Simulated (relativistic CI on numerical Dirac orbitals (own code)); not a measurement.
Radial parameters of As13+

Method of calculation: Dirac-Coulomb-Breit CI, KLI orbitals optimised for each configuration, model QED, unscaled Slater integrals (own radial code, finite nucleus).

Slater integrals F^k, G^k are unscaled and averaged over j, outside the closed core [Ne]; ζ comes from projecting the Hamiltonian with its Breit term on Σ l·s of the shell.

- 3s²3p⁶3d²: F^2(3d,3d) = 196090, F^4(3d,3d) = 125590, ζ(3d) = 3473.7 cm⁻¹; <r>(3d) = 0.5107, <r^2>(3d) = 0.3067 (bohr units).
- 3s²3p⁵3d³: ζ(3p) = 34088, F^2(3d,3d) = 195480, F^4(3d,3d) = 125190, F^2(3p,3d) = 181820, G^1(3p,3d) = 208830, G^3(3p,3d) = 134720, ζ(3d) = 3387.8 cm⁻¹; <r>(3p) = 0.5441, <r^2>(3p) = 0.3419, <r>(3d) = 0.5122, <r^2>(3d) = 0.3085 (bohr units).
- 3s3p⁶3d³: F^2(3d,3d) = 195200, F^4(3d,3d) = 125000, G^2(3s,3d) = 159590, ζ(3d) = 3449.7 cm⁻¹; <r>(3s) = 0.5463, <r^2>(3s) = 0.3402, <r>(3d) = 0.5128, <r^2>(3d) = 0.3093 (bohr units).

(1) Give the Racah parameters of the d shell in 3s²3p⁶3d².

Averages of the first 10 configurations, taken without configuration mixing, which lowers the lowest level and can move excited configurations by several eV; other configurations of the list can lie among them:

```json
{"Configuration": "3s²3p⁶3d²", "Parity": "even", "States": "45", "Average energy above the lowest level (eV)": "4.3"}
{"Configuration": "3s²3p⁵3d³", "Parity": "odd", "States": "720", "Average energy above the lowest level (eV)": "97.1"}
{"Configuration": "3s3p⁶3d³", "Parity": "even", "States": "240", "Average energy above the lowest level (eV)": "165.0"}
{"Configuration": "3s²3p⁶3d4s", "Parity": "even", "States": "20", "Average energy above the lowest level (eV)": "164.5"}
{"Configuration": "3s²3p⁶3d4p", "Parity": "odd", "States": "60", "Average energy above the lowest level (eV)": "185.9"}
{"Configuration": "3s²3p⁶3d4d", "Parity": "even", "States": "100", "Average energy above the lowest level (eV)": "218.2"}
{"Configuration": "3s²3p⁶4s²", "Parity": "even", "States": "1", "Average energy above the lowest level (eV)": "338.7"}
{"Configuration": "3s²3p⁶3d4f", "Parity": "odd", "States": "140", "Average energy above the lowest level (eV)": "245.5"}
{"Configuration": "3s²3p⁵3d²4s", "Parity": "odd", "States": "540", "Average energy above the lowest level (eV)": "254.8"}
{"Configuration": "3s²3p⁶4s4p", "Parity": "odd", "States": "12", "Average energy above the lowest level (eV)": "357.8"}
```

Answers

(1) B = F²/49 − 5F⁴/441 = 2578 cm⁻¹ and C = 35F⁴/441 = 9968 cm⁻¹.
